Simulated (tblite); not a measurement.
C₃H₉NOSi₂.
Cartesian coordinates in Å at the GFN2-xTB level; atoms count from 1:
```xyz
16
C3H9NOSi2 angstrom
O      0.571   -2.463   -0.094
C      1.482   -1.660   -0.234
N      1.306   -0.350   -0.209
C      0.004    0.201    0.009
Si    -1.382   -1.116   -0.066
C     -0.221    1.543   -0.700
Si    -0.102    1.718    1.165
H      2.520   -1.989   -0.388
H      2.082    0.282   -0.345
H     -1.507   -1.869    1.173
H     -2.564   -0.209   -0.055
H     -1.480   -1.783   -1.358
H      0.584    1.877   -1.344
H     -1.180    1.648   -1.186
H     -1.291    1.967    1.949
H      1.171    2.212    1.673
```

Calculated harmonic vibrations of the isolated species, GFN2-xTB (tblite), most abundant isotopes, no scaling. This tight-binding method is rough: wavenumbers can miss measured ones by several per cent, in bad cases by 10 to 20. Modes of hydrogen on silicon can be 10 to 20 % off. One conformer, not necessarily the lowest.

Harmonic wavenumbers (cm⁻¹): 52.1, 148.1, 182.7, 226.5, 252.4, 306.2, 341.7, 405.0, 431.6, 463.7, 498.8, 516.3, 563.0, 582.8, 584.6, 720.1, 724.3, 733.1, 744.8, 749.9, 817.6, 883.4, 900.6, 929.7, 933.2, 1042.4, 1120.7, 1154.5, 1211.4, 1348.0, 1411.1, 1437.3, 1692.8, 2049.6, 2294.8, 2311.6, 2326.5, 2408.5, 2839.6, 3028.0, 3073.1, 3410.1.

A = 2881, B = 1404, C = 1121 MHz; mass 131.022 u (most abundant isotopes); point group C1, symmetry number 1.

Q: Zero-point energy?

A: ½Σν̃ = 23926 cm⁻¹ = 286.22 kJ/mol.

Q: Give the ideal-gas entropy at 273.15 K and 1 bar in the rigid-rotor, harmonic-oscillator model (classical rotation).

A: Translation 167.84, rotation 118.79, vibration 88.15: S = 374.8 J/(mol K).

Q: And Cp and H(273.15 K) − H(0)?

A: Cp = 149.13 J/(mol K), of which vibrations give 115.87 (their classical limit is 42 R = 349.2); H(273.15 K) − H(0) = 23.23 kJ/mol without the zero-point energy, 14.14 from vibrations.

Q: What must be added to the electronic energy to get the Gibbs energy at 273.15 K and 1 bar?

A: ZPE + [H(273.15 K) − H(0)] − T·S = 286.22 + 23.23 − 102.37 = 207.08 kJ/mol.

Q: Which modes carry the vibrational entropy at 273.15 K?

A: 52.1 cm⁻¹: 19.09; 148.1 cm⁻¹: 10.59; 182.7 cm⁻¹: 8.95; 226.5 cm⁻¹: 7.32; 252.4 cm⁻¹: 6.53; 306.2 cm⁻¹: 5.19 J/(mol K); the other 36 give 30.48 together.

Q: Blend soft modes into free rotors: weight 1/[1 + (100 cm⁻¹/ν̃)⁴] for the oscillator and the rest for a rotor with moment μB/(μ + B), μ = h/(8π²ν), B = 10⁻⁴⁴ kg m². What vibrational entropy results?

A: 83.71 J/(mol K) in place of 88.15, which changes −T·S at 273.15 K by +1.21 kJ/mol.

Hindered rotation and anharmonicity are outside this model. Other conformers, if any are populated, would add a mixing term that is left out. The structure is chiral; the term R ln 2 for an equal mix with its mirror image is left out.
